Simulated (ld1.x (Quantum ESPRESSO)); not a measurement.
# titanium (Ti): PAW pseudisation with PBE, fully relativistic reference atom.

ld1.x (Quantum ESPRESSO) 7.5 was run on this input:

```
&input
   title='Ti', zed=22., rel=2, dft='PBE', iswitch=3,
   config='[Ar] 3d2 4s1.75 4p0', rel_dist='average',
   nld=5, rlderiv=3.00, eminld=-5.0, emaxld=5.0, deld=0.02
 /
 &inputp
   pseudotype=3, lpaw=.true., tm=.true., lloc=-1, rcloc=1.20,
   nlcc=.false.,
   which_augfun='PSQ', rmatch_augfun_nc=.true.,
   file_pseudopw='Ti.UPF', file_wfcaegen='ae.wfc', file_wfcncgen='nc.wfc', file_beta='beta', file_chi='chi', file_wfcusgen='us.wfc'
 /
6
4S  1  0   1.75   0.00  1.95  2.75  0.0
4S  1  0   0.00   1.90  1.95  2.75  0.0
3P  2  1   6.00   0.00  1.50  1.55  0.0
4P  3  1   0.00   0.00  1.50  1.55  0.0
3D  3  2   2.00   0.00  2.35  2.50  0.0
3D  3  2   0.00  -0.10  2.35  2.50  0.0
 &test
   configts(1)='3p6 3d2 4s1.75 4p0'
 /
```

Command:

```bash
ld1.x < Ti.in > Ti.out
```

The program printed (shortened: banner, matrices, multipoles, cross overlaps and the repeated all-electron block are left out):

```
[... start of the log left out ...]
     Wfc 3P LC norm =  0.99981197 SC norm =  0.00018800 missing  0.00000003
     Speed at rcutus      0.204 a.u.,  v/c =  0.001491,  (v/c)^2 =  0.00000222

     Wfc 4P LC norm =  0.99998629 SC norm =  0.00001346 missing  0.00000025
     Speed at rcutus      0.130 a.u.,  v/c =  0.000946,  (v/c)^2 =  0.00000089

     Wfc 4P LC norm =  0.99998645 SC norm =  0.00001036 missing  0.00000319
     Speed at rcutus      0.120 a.u.,  v/c =  0.000877,  (v/c)^2 =  0.00000077

     Wfc 3D LC norm =  0.99990057 SC norm =  0.00009941 missing  0.00000001
     Speed at rcutus      0.340 a.u.,  v/c =  0.002484,  (v/c)^2 =  0.00000617

     Wfc 3D LC norm =  0.99990110 SC norm =  0.00009774 missing  0.00000115
     Speed at rcutus      0.342 a.u.,  v/c =  0.002497,  (v/c)^2 =  0.00000624
      Wfc-us  4S rcutus= 2.743  Estimated cut-off energy=     5.81 Ry
      Wfc-us  4S rcutus= 2.743  Estimated cut-off energy=    10.82 Ry
      Wfc-us  3P rcutus= 1.543  Estimated cut-off energy=    34.58 Ry
      Wfc-us  3P rcutus= 1.543  Estimated cut-off energy=    34.54 Ry
      Wfc-us  4P rcutus= 1.543  Estimated cut-off energy=    60.37 Ry
      Wfc-us  4P rcutus= 1.543  Estimated cut-off energy=    59.85 Ry
      Wfc-us  3D rcutus= 2.482  Estimated cut-off energy=    18.94 Ry
      Wfc-us  3D rcutus= 2.482  Estimated cut-off energy=    18.93 Ry
      Wfc-us  3D rcutus= 2.482  Estimated cut-off energy=    26.75 Ry
      Wfc-us  3D rcutus= 2.482  Estimated cut-off energy=    26.53 Ry

     Required augmentation: PSQ   radius:    2.750000

     Q pseudized with Bessel functions
     Expected ecutrho=     199.2351 due to l1=  1   l2=  2

 %%%%%%%%%%%%%%%%%%%%%%%%%%%%%%%%%%%%%%%%%%%%%%%%%%%%%%%%%%%%%%%%%%%%%%%%%%%%%%
     Error in routine new_paw_hamiltonian (1):
     negative rho
 %%%%%%%%%%%%%%%%%%%%%%%%%%%%%%%%%%%%%%%%%%%%%%%%%%%%%%%%%%%%%%%%%%%%%%%%%%%%%%

     stopping ...
```

The run stopped because the spherical valence density built from the smooth waves and the augmentation charge turned negative at some radius.

The run took about 0.14 s on one core of a shared server CPU.
